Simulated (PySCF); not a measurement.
Where the electron goes

C₅H₈ClFO.
Structure used (GFN2-xTB), in Å, numbered top down from 1:
```xyz
16
C5H8ClFO angstrom
F     -3.005    0.121   -0.668
C     -2.295   -0.426    0.381
O     -1.100   -0.932   -0.048
C     -0.157    0.029   -0.462
C      1.156   -0.595   -0.952
C      1.942    0.347   -0.026
C      0.632    0.783    0.641
Cl     0.407    0.092    2.261
H     -2.889   -1.259    0.770
H     -2.195    0.380    1.124
H     -0.611    0.723   -1.178
H      1.352   -0.505   -2.016
H      1.217   -1.638   -0.654
H      2.656   -0.133    0.638
H      2.432    1.166   -0.548
H      0.449    1.855    0.724
```

Method used: TDDFT CAM-B3LYP/def2-SVPD, vertical, gas phase, core orbitals frozen in the response (PySCF 2.14.0, density-fitted response routines).

Frontier orbitals with the atoms that hold most of them (Löwdin shares over 4%, at most four atoms; ? is withheld):

| orbital | ε (eV) | atoms |
| --- | --- | --- |
| HOMO-3 | -10.78 | O3 24%, Cl8 14%, F1 11%, C4 10% |
| HOMO-2 | -10.29 | Cl8 39%, O3 31%, C7 5%, C4 4% |
| HOMO-1 | -9.81 | Cl8 59%, C7 13%, C6 7%, H16 6% |
| HOMO | ? | ? |
| LUMO | 1.16 | ? |
| LUMO+1 | 1.34 | Cl8 48%, C7 15%, C6 7%, H16 6% |
| LUMO+2 | 1.68 | Cl8 19%, C5 11%, C6 10%, H14 9% |

(1) Give the leading atoms of the LUMO.

(2) Which atoms hold the HOMO, and with what shares?

(3) What is the HOMO energy, and the HOMO–LUMO gap?

Answers

(1) Cl8 (bonded to C) 19%; C7 (bonded to 2 C, Cl and H) 11%; H16 (bonded to C) 10%; H11 (bonded to C) 8%. By element: chlorine 19%, hydrogen 18% or more, carbon 11% or more.

(2) Cl8 (bonded to C) 31%; O3 (bonded to 2 C) 21%; C7 (bonded to 2 C, Cl and H) 14%; C4 (bonded to 2 C, O and H) 13%. By element: chlorine 31%, carbon 27% or more, oxygen 21%.

(3) ε(HOMO) = -9.61 eV; the gap is 10.77 eV (0.3956 hartree).

Problem. How does S1 compare with the orbital gap of 10.77 eV?

Solution. S1 is at 7.20 eV (f = 0.0034), 3.56 eV below the gap, made of HOMO→LUMO+1 (51%), HOMO→LUMO (14%). Its leading pair isn't HOMO and LUMO; the energies of that pair differ by 10.95 eV. Without the coupling terms of the response equations the lowest excitation would equal the gap.

Problem. One configuration dominates each of S3 and S4. Which, and how do the shares of the two leading atoms of either orbital change from the occupied to the empty one?

Solution. 
- S3 (7.85 eV, f 0.0052), HOMO→LUMO (72%): Cl8 31% → 19%, O3 21% → at most 9%, C7 14% → 11%
- S4 (8.07 eV, f 0.0058), HOMO-1→LUMO (72%): Cl8 59% → 19%, C7 13% → 11%

One conformer stands for the species.
